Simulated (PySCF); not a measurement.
Working out the ionisation energy of Sb⁺

Sb⁺ [Kr] 4d10 5s2 5p2 (3P) → Sb²⁺ [Kr] 4d10 5s2 5p1 (2P). All numbers are calculated (PySCF 2.14, scalar relativity through the core potential, in aug-cc-pVTZ-PP with ECP28MDF). Frozen: 4s2 4p6 4d10. Energies in hartree (1 hartree = 27.21139 eV):

```json
{"part": "UHF", "Sb⁺ (lower)": "-238.962344", "Sb²⁺ (upper)": "-238.374161"}
{"part": "CCSD correlation", "Sb⁺ (lower)": "-0.059093", "Sb²⁺ (upper)": "-0.046010"}
{"part": "(T)", "Sb⁺ (lower)": "-0.001435", "Sb²⁺ (upper)": "-0.000608"}
```

What does Hartree-Fock give?

(-238.374161) − (-238.962344) = 0.588183 hartree = 16.005 eV.

What do CCSD and CCSD(T) give?

The CCSD correlation energies differ by 0.013083 hartree = 0.356 eV and the triples by 0.000827 hartree = 0.023 eV, so CCSD gives 16.361 eV and CCSD(T) 16.384 eV.

Reference: 16.626 ± 0.025 eV (measured; NIST Atomic Spectra Database, ionization energies), between the lowest levels; spin-orbit coupling is absent from the calculation.

What remains against the reference includes basis incompleteness, the frozen core and higher excitations.
